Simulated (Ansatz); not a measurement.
Compare A (`BBCOC`) with its isomer B (`BCCBO`).

Isolated molecules relaxed with PBE0-D4/def2-TZVP in Ansatz; ΔE leaves out vibrations. CCSD(T)/CBS is the MP2 limit (def2-TZVPP, def2-QZVPP) plus CCSD(T) − MP2 in def2-TZVPP, frozen cores. DFT in def2-TZVPP. One conformer a species, not always the lowest.

Which isomer does CCSD(T)/CBS put lower? Give the gap. (Best estimate.)

The calculation gave: B, by 67.6 kcal/mol.

Give E(B) − E(A) in kcal/mol with CCSD(T)/def2-TZVPP, r2SCAN-D4, HF/def2-TZVPP, PBE-D4, B2PLYP, MP2/def2-TZVPP, ωB97M-V. (Estimate.)

Computed: CCSD(T)/def2-TZVPP -67.0, r2SCAN-D4 -64.6, HF/def2-TZVPP -64.1, PBE-D4 -62.9, B2PLYP -66.0, MP2/def2-TZVPP -70.4, ωB97M-V -66.6. None reverses the order clearly.

Largest T1 diagnostic: 0.012.

From PBE to PBE0 (25 % exact exchange), in def2-TZVPP and without D4, E(B) − E(A) moves by −1.8 kcal/mol. In def2-TZVPP, CCSD(T) changes the Hartree–Fock value by −2.9 kcal/mol (the triples alone add −0.3 kcal/mol) and MP2 by −6.3 kcal/mol.
